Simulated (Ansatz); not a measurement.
Gas-phase electronic energies from Ansatz, PBE0-D4/def2-TZVP geometries. CBS: MP2 limit from def2 TZ/QZ plus the TZ coupled-cluster correction, frozen cores. This one scheme is used for every species. DFT in def2-TZVPP. For Ge outer-core shells are correlated without core-valence functions, which leaves a few kJ/mol of doubt a bond. Scalar relativity is left out up to krypton. One conformer a species, not always the lowest.

Consider the ligand exchange at a Ge–C bond: `C[CH2][Ge][NH2]` + H₂S → `[NH2][Ge][SH]` + `CC`.

Question: Is it downhill or uphill in electronic energy at CCSD(T)/CBS, and by how much? (An estimate is asked.)

Answer: Ansatz gave: Downhill: ΔE = -119.5 kJ/mol.

Question: What do these levels give: r2SCAN-D4, B97M-V, CAM-B3LYP-D4, ωB97X-V, ωB97M-V, PBE, r2SCAN, r2SCAN0, CAM-B3LYP, CCSD/def2-SVP, CCSD/def2-TZVPP, HF/def2-QZVPP? (An estimate is asked.)

Answer: Computed: r2SCAN-D4 -132.0, B97M-V -131.4, CAM-B3LYP-D4 -125.0, ωB97X-V -122.9, ωB97M-V -123.4, PBE -131.6, r2SCAN -133.0, r2SCAN0 -132.2, CAM-B3LYP -127.4, CCSD/def2-SVP -118.3, CCSD/def2-TZVPP -116.7, HF/def2-QZVPP -132.3 kJ/mol.

Largest T1 diagnostic among the species: 0.014.

Leaving LDA and LC-ωPBE aside and taking each functional with its dispersion term where it has one, the values spread over 9.2 kJ/mol, from r2SCAN-D4 to ωB97X-V. LDA lies +6.1 kJ/mol from PBE without D4. The D4 term adds +4.0 kJ/mol with B3LYP and +2.4 kJ/mol with PBE0; it sums over pairs of atoms, weighted by their polarisabilities, and B3LYP, whose exchange is more repulsive, gets the larger term.

B3LYP here is the variant with VWN-RPA as its local correlation; programs differ in this.
